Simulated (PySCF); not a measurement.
Ground-state electric properties of a mixed set of molecules.

All values: CAM-B3LYP/def2-SVPD (PySCF) at GFN2-xTB geometries, gas phase, one conformer each. Core orbitals are frozen in the response; Δα² is half the sum of the squared differences of the principal polarisabilities.

Question: Rank by HOMO–LUMO gap, highest first.
A. `Clc1cccc2ncsc12`
B. `CC(=O)C1=CC=CP=C1`
C. `[SiH3][C@H]1C=C[P@H](=S)C=C1`
D. `FC1CPC1`
E. `Cc1ccc(C=O)cp1`

Answer: D (9.66 eV), A (7.77 eV), C (7.60 eV), B (7.42 eV), E (7.25 eV).

Question: Rank by dipole moment, lowest first.
A. `[F:1][CH:2]1[CH2:3][PH:4][CH2:5]1` with F1–C2–C3–P4 142°, C2–C3–P4–C5 -18°, C3–P4–C5–C2 18°, F1–C2–C5–P4 -142°
B. `[SiH3:1][C@H:2]1[CH:3]=[CH:4][P@H:5](=[S:6])[CH:7]=[CH:8]1` with Si1–C2–C3–C4 90°, C3–C4–P5–S6 142°, C4–P5–C7–C8 -15°, Si1–C2–C8–C7 -89°
C. `[cH:1]1[cH:2][o:3][c:4](-[c:5]2[cH:6][o:7][cH:8][n:9]2)[cH:10]1` with O3–C4–C5–C6 0°
D. `Clc1cccc2ncsc12`
E. `[CH3:1][C:2](=[O:3])[c:4]1[cH:5][cH:6][cH:7][p:8][cH:9]1` with C1–C2–C4–C5 180°
F. `[CH3:1][c:2]1[cH:3][cH:4][c:5]([CH:6]=[O:7])[cH:8][p:9]1` with C4–C5–C6–O7 0°

Answer: D (0.39 D), C (0.70 D), A (1.28 D), E (1.54 D), F (2.68 D), B (6.38 D).

Question: Rank by mean static polarisability, lowest first.
A. `FC1CPC1`
B. `[SiH3][C@H]1C=C[P@H](=S)C=C1`
C. `Cc1ccc(C=O)cp1`
D. `c1cc(C(C)=O)cpc1`
E. `Clc1cccc2ncsc12`
F. `C1=COC(C2=COC=N2)=C1`

Answer: A (8.84 Å³), F (13.68 Å³), D (15.90 Å³), C (16.42 Å³), E (17.18 Å³), B (19.09 Å³).

All values together:

| SMILES | formula | μ (D) | HOMO (eV) | LUMO (eV) | α (Å³) | Δα (Å³) | electrons | α per electron (Å³) |
| --- | --- | --- | --- | --- | --- | --- | --- | --- |
| c1coc(-c2cocn2)c1 | C7H5NO2 | 0.70 | -7.34 | 0.25 | 13.68 | 10.42 | 70 | 0.195 |
| CC(=O)c1cccpc1 | C7H7OP | 1.54 | -8.51 | -1.09 | 15.90 | 9.81 | 72 | 0.221 |
| FC1CPC1 | C3H6FP | 1.28 | -8.59 | 1.07 | 8.84 | 1.80 | 48 | 0.184 |
| [SiH3][C@H]1C=C[P@H](=S)C=C1 | C5H9PSSi | 6.38 | -7.61 | -0.01 | 19.09 | 10.60 | 84 | 0.227 |
| Clc1cccc2ncsc12 | C7H4ClNS | 0.39 | -8.18 | -0.41 | 17.18 | 11.20 | 86 | 0.200 |
| Cc1ccc(C=O)cp1 | C7H7OP | 2.68 | -8.46 | -1.20 | 16.42 | 11.18 | 72 | 0.228 |

Conformers: `[cH:1]1[cH:2][o:3][c:4](-[c:5]2[cH:6][o:7][cH:8][n:9]2)[cH:10]1` with O3–C4–C5–C6 0°; `[CH3:1][C:2](=[O:3])[c:4]1[cH:5][cH:6][cH:7][p:8][cH:9]1` with C1–C2–C4–C5 180°; `[F:1][CH:2]1[CH2:3][PH:4][CH2:5]1` with F1–C2–C3–P4 142°, C2–C3–P4–C5 -18°, C3–P4–C5–C2 18°, F1–C2–C5–P4 -142°; `[SiH3:1][C@H:2]1[CH:3]=[CH:4][P@H:5](=[S:6])[CH:7]=[CH:8]1` with Si1–C2–C3–C4 90°, C3–C4–P5–S6 142°, C4–P5–C7–C8 -15°, Si1–C2–C8–C7 -89°; `[CH3:1][c:2]1[cH:3][cH:4][c:5]([CH:6]=[O:7])[cH:8][p:9]1` with C4–C5–C6–O7 0°.

Question: How closely does the mean polarisability follow the number of electrons in this set?

Answer: The correlation coefficient is 0.95; α per electron runs from 0.184 to 0.228 Å³.
